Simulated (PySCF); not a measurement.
GeHI₃, SMILES [I][GeH]([I])[I].

Coordinates come from a B3LYP-D3(BJ)/def2-SVP optimisation. The def2 effective core potentials stand for the cores of I; spin–orbit coupling is left out.

Two levels are set side by side: PBE/def2-TZVP (PySCF) and PBE0/def2-TZVP (PySCF). Same geometry, gas phase. Differences are taken from unrounded values.

| quantity | PBE |
|---|---|
| orbital gap (eV) | 2.95 |
| highest occupied level (eV) | -6.58 |
| lowest empty level (eV) | -3.63 |
| dipole moment (D) | 0.62 |
| mean polarisability (bohr³) | 134.1 |

Problem. These are the PBE values. What does PBE0 give? (The exact figures need the calculation; the answer reports its results.)

Solution. 
```json
[
 {"quantity": "orbital gap (eV)", "PBE0": "4.82", "PBE minus PBE0": "-1.86"},
 {"quantity": "highest occupied level (eV)", "PBE0": "-7.71", "PBE minus PBE0": "1.13"},
 {"quantity": "lowest empty level (eV)", "PBE0": "-2.89", "PBE minus PBE0": "-0.73"},
 {"quantity": "dipole moment (D)", "PBE0": "0.69", "PBE minus PBE0": "-0.07"},
 {"quantity": "mean polarisability (bohr³)", "PBE0": "129.9", "PBE minus PBE0": "4.1"}
]
```

Without exact exchange PBE keeps part of each electron's self-repulsion, which lifts occupied levels and narrows the gap. Loosely held outer electrons make PBE densities more polarisable. Differences between two approximate levels are no errors against the true value.

Rough cost on one machine, each run with all the roots and properties that it gave: PBE0 against PBE within a factor of 2.
